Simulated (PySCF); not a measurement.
Isomers of C8H10ClF, one GFN2-xTB conformer each. Single-point energies are computed at PBE0/pcSseg-1 (PySCF, gas phase, no added dispersion term), electronic only.

| SMILES | GFN2-xTB relative energy (kcal/mol) |
| --- | --- |
| C#C/C(CCF)=C(\C)CCl | 3.7 |
| CC(C)=C(C#CCF)CCl | 0.0 |

Conformers: `[CH:1]#[C:2]/[C:3]([CH2:4][CH2:5][F:6])=[C:7](\[CH3:8])[CH2:9][Cl:10]` with C2–C3–C4–C5 -83°, C3–C4–C5–F6 -68°, C3–C7–C9–Cl10 82°; `[CH3:1][C:2]([CH3:3])=[C:4]([C:5]#[C:6][CH2:7][F:8])[CH2:9][Cl:10]` with C2–C4–C9–Cl10 79°.

**Question.** What does PBE0/pcSseg-1 give for the same structures?

**Answer.** 
| SMILES | PBE0/pcSseg-1 E (Eh) | PBE0/pcSseg-1 (kcal/mol) | GFN2-xTB (kcal/mol) | point group |
| --- | --- | --- | --- | --- |
| CC(C)=C(C#CCF)CCl | -870.13982 | 0.0 | 0.0 | C1 |
| C#C/C(CCF)=C(\C)CCl | -870.13810 | 1.1 | 3.7 | C1 |

Both levels put the same isomer lowest. Neighbours under 2.5 kcal/mol apart (CC(C)=C(C#CCF)CCl and C#C/C(CCF)=C(\C)CCl) can change places with a better method, another conformer or zero-point energy.

**Question.** Which frontier levels, dipoles and rotational constants go with these structures?

**Answer.** 
| SMILES | HOMO (eV, PBE0/pcSseg-1) | LUMO (eV) | dipole (D) | A, B, C (MHz) |
| --- | --- | --- | --- | --- |
| CC(C)=C(C#CCF)CCl | -6.84 | -1.21 | 2.17 | 1452, 555.1, 430.5 |
| C#C/C(CCF)=C(\C)CCl | -6.87 | -1.21 | 1.85 | 1222, 838.1, 611.7 |
